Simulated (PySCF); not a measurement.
**Os: excitation energy**

Os [Xe] 4f14 5d6 6s2 (5D) → Os [Xe] 4f14 5d7 6s1 (5F), as a difference of total energies. Computed with PySCF 2.14 in ANO-RCC-VTZP (8s7p5d3f2g1h, 104 functions), with scalar relativity by spin-free X2C-1e. Correlated levels: valence: [Xe] 4f14 frozen. The calculations carry no spin-orbit coupling.

```tsv
method	excitation energy (eV)	error (eV)
UHF	0.676	-0.122
MP2 (valence)	0.557	-0.241
SCS-MP2 (valence)	0.571	-0.227
CCSD (valence)	0.695	-0.103
CCSD(T) (valence)	0.710	-0.088
```

Reference: 0.798 eV (measured; NIST levels, between the centres of gravity of the two terms).

Errors of the correlated levels include the incompleteness of this basis and the frozen core.
